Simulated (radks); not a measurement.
Results of a calculation; reference values are marked as such.
Initial-state core-level shifts of neutral scandium when its valence configuration changes from [Ar] 3d1 4s2. Code: a radial shooting solver on a logarithmic mesh with Libxc functionals. Model: Dirac Kohn-Sham, PBE, spin-unpolarised, spherical densities, finite nucleus; open shells fill j = l - 1/2 first; Fermi nuclear charge, rms radius 3.5459 fm. Shifts are changes of the shell-averaged eigenvalues in eV (positive: less bound); the change of the density at the nucleus, which sets a Mossbauer isomer shift, is in e/bohr^3, on a base of 7262.

valence              1s      2s      3s      3p  density at nucleus
3d1 4s1 4p1      -1.299  -1.258  -1.272  -1.266             -2.5856
3d2 4s1          +2.741  +3.304  +2.905  +2.747             -3.7805
3d0.5 4s1 4p1.5  -4.189  -4.585  -4.140  -4.000             -1.5794
3d1.5 4s1 4p0.5  +1.055  +1.414  +1.134  +1.039             -3.3183
3d1 4p2          -2.507  -2.432  -2.455  -2.440             -5.4995
4s2 4p1          -6.251  -7.187  -6.111  -5.829             +3.0390
3d1 4s1.5 4p0.5  -0.663  -0.642  -0.650  -0.647             -1.2463
3d0.5 4p2.5      -5.405  -5.787  -5.322  -5.166             -4.8507
3d0.5 4s2 4p0.5  -2.903  -3.315  -2.887  -2.761             +1.3689
